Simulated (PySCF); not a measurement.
Computed NMR parameters against published values

Geometry (Å), atoms numbered from 1 in this order:
```xyz
19

C    -2.0226   -1.1183   -0.0762
N    -1.2354    0.0852   -0.1640
C    -1.9356    1.3207   -0.4079
C     0.1132    0.0704   -0.0006
C     0.8233   -1.1210    0.2487
C     2.1896   -1.0553    0.4017
C     2.8361    0.1725    0.3057
C     2.0546    1.2845    0.0566
N     0.7435    1.2474   -0.0920
H    -3.0685   -0.8631   -0.2307
H    -1.7305   -1.8435   -0.8424
H    -1.9241   -1.5896    0.9069
H    -2.6499    1.5232    0.3956
H    -1.2004    2.1203   -0.4467
H    -2.4739    1.2748   -1.3588
H     0.3150   -2.0681    0.3189
H     2.7561   -1.9563    0.5925
H     3.9050    0.2551    0.4194
H     2.4946    2.2704   -0.0342
```

- coordinates at the GFN2-xTB level
- NMR shieldings at PBE0/pcSseg-1/GIAO
- code: PySCF 2.14
- a single conformation, no relativistic terms, one averaged value for each set of equivalent atoms, gas phase

Reference values: estimated from measurements, as parent shift plus tabulated substituent increment (solution, not stated per compound (mostly CDCl3 or CCl4); Pretsch, Buehlmann, Badertscher, Structure Determination of Organic Compounds, 4th ed. (2009)).
```
atoms    quantity  reference  computed  computed, scaled
   C4  δ $^{13}$C      159.4     160.8             154.5
   C8  δ $^{13}$C      147.9     154.6             148.5
   C6  δ $^{13}$C      137.1     143.6             137.7
   C7  δ $^{13}$C      111.4     114.4             109.3
   C5  δ $^{13}$C      105.8     105.3             100.4
  H19   δ $^{1}$H       8.15      8.46              8.07
  H17   δ $^{1}$H       7.39      7.69              7.35
  H18   δ $^{1}$H       6.52      6.56              6.27
  H16   δ $^{1}$H       6.48      6.25              5.99
```

Computed shifts are σ(ref) − σ with the named reference compound (TMS for H and C) calculated as an isolated molecule at the same level. The measured values may be among those fitted. Shieldings were converted by linear fits to measured shifts (mostly CDCl3, TMS scale, for H and C): $^{13}$C: δ = 179.97 − 0.974σ (rms 2.1 ppm, 958 shifts, 2.3 ppm with the 13 outliers that the fit left out); $^{1}$H: δ = 30.01 − 0.943σ (rms 0.17 ppm, 504 shifts, 0.18 ppm with the 4 outliers that the fit left out). Occasional misses reach two or three times the rms, and more in compound classes unlike the fitted ones.

Task: How far are the unscaled $^{13}$C shifts from the references?

Result: Mean signed difference +3.42 ppm, mean absolute 3.62 ppm over 5 comparisons; the largest is +6.7 ppm at C8 (aromatic CH next to a ring nitrogen).

Task: How far are the unscaled $^{1}$H shifts from the references?

Result: Mean signed difference +0.11 ppm, mean absolute 0.22 ppm over 4 comparisons; the largest is +0.31 ppm at H19 (hydrogen on an aromatic CH next to a ring nitrogen).
